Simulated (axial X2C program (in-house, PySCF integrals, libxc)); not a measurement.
# CuSe: a run with one poor setting

All values were computed with an axial X2C code built on PySCF integrals. Spin-free means the one-electron spin-free X2C Hamiltonian. Basis: Se dyall-v3z [8s9p6d1f], Cu dyall-v3z [9s9p6d3f2g] (cores contracted in-house); Gaussian nuclei, density fitting, unrestricted open shells. Masses: Se 79.917 u, Cu 62.930 u.

One setting of this run was spoiled on purpose, so its numbers are not properties of CuSe. Level: PBE, scalar-relativistic; state M_S = 1/2, Λ = 1 (beyond evenly filled blocks: π+α, π+β, π-α).

```
R (Å)  E − E(lowest point) (eV)  SCF iterations
1.973                    0.6358              13
2.064                    0.2708              12
2.132                    0.1056              12
2.200                    0.0195              12
2.268                    0.0000              10
2.347                    0.0434              12
2.427                    0.1397              11
2.529                    0.3146              11
2.654                    0.5717              12
2.835                    0.9692              13
```

Fit: Re 2.257 Å, ωe 303.7 cm⁻¹, residual 0.87 microhartree, De 2.79 eV.

Output at the reference distance:

```
spin-free X2C-1e  PBE
basis functions 177  fitting functions 498  grid points 5799
iter        total energy     max residual
   1      -4085.293396396     5.42e-02
   2      -4085.260106417     7.17e-02
   3      -4085.201168786     1.08e-01
   4      -4085.299914494     1.75e-02
   5      -4085.296930803     1.65e-02
   6      -4085.302468195     4.62e-03
   7      -4085.302739904     7.25e-04
   8      -4085.302751568     8.15e-05
   9      -4085.302751667     1.02e-05
  10      -4085.302751668     5.61e-06
converged
one-electron -6141.32227512  Coulomb 1981.93695382  exact exchange 0.00000000  xc functional -155.97418960  nuclear repulsion 230.05675924
```

Task: Which setting was spoiled?
A. too few iterations allowed
B. an excited determinant was followed
C. integration grid too coarse
D. virtual space cut too low
E. density fitting set too sparse

Result: E. Density fitting set too sparse: ratio 6 between fitting exponents against the usual 2.
